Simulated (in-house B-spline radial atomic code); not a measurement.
Values are calculated unless marked as measured or tabulated.
**Two electrons in InAs: a Gaussian well −V exp(−r²/w²) with V = 14.3 meV and w = 132 nm**

For InAs the NSM archive of the Ioffe Institute lists m* = 0.023 m0 and ε = 15.15. In so narrow a gap the band flattens within tens of meV, so real spacings are smaller, by up to some tenths.

Effective-mass model with parabolic bands, a uniform dielectric constant, no image charges, no central-cell or spin-orbit terms. Two-electron levels come from full CI in B-splines with partial waves to l = 5 (up to 0.001 effective hartree above the limit).

(1) What are the effective units, and what is the potential in them?

In these units the lowest s and p orbitals lie at -4.019433 and -3.258920, and their Coulomb and exchange integrals are J_ss = 0.699306, J_sp = 0.572227 and K_sp = 0.1121. Full CI gives -7.407835 for the ground singlet, -6.835884 for the sp triplet, -6.662277 for the sp singlet and -6.187695 for the lowest triplet of two s orbitals.

(2) What does it cost to add the second electron, to first order and exactly?

(3) How far above the singlet do the triplets lie?

## Answers

(1) Ha* = 27211.386 meV × 0.023/15.15² = 2.727 meV and a* = 0.0529177 nm × 15.15/0.023 = 34.86 nm. V = 5.23 Ha* and w = 3.8 a*.

(2) To first order E = 2ε_s + J_ss = -7.339561, so the charging energy E(2) − 2E(1) is J_ss = 1.907 meV. CI gives -7.407835 − 2 × (-4.019433) = 0.631031, or 1.721 meV: relaxation and correlation lower it by 0.1862 meV, 9.8 % of J_ss. The s² configuration of one-electron orbitals holds 96.5 % of the state, and the mean radius is 48.7 nm. The second electron is bound by ε_s − E = 9.239 meV, against 10.96 meV for the first.

(3) To first order the sp triplet lies at ε_s + ε_p + J_sp − K_sp = -6.818239, which is 1.422 meV above 2ε_s + J_ss. CI gives -6.835884 − (-7.407835) = 0.571951, or 1.56 meV, 75 % of the orbital spacing of 2.074 meV. The ss triplet lies 3.327 meV up, so the lower of the two is the sp one, and its gap equals k_BT at 18.1 K. The sp singlet-triplet splitting is 0.4734 meV, against 2K_sp = 0.6114 meV.
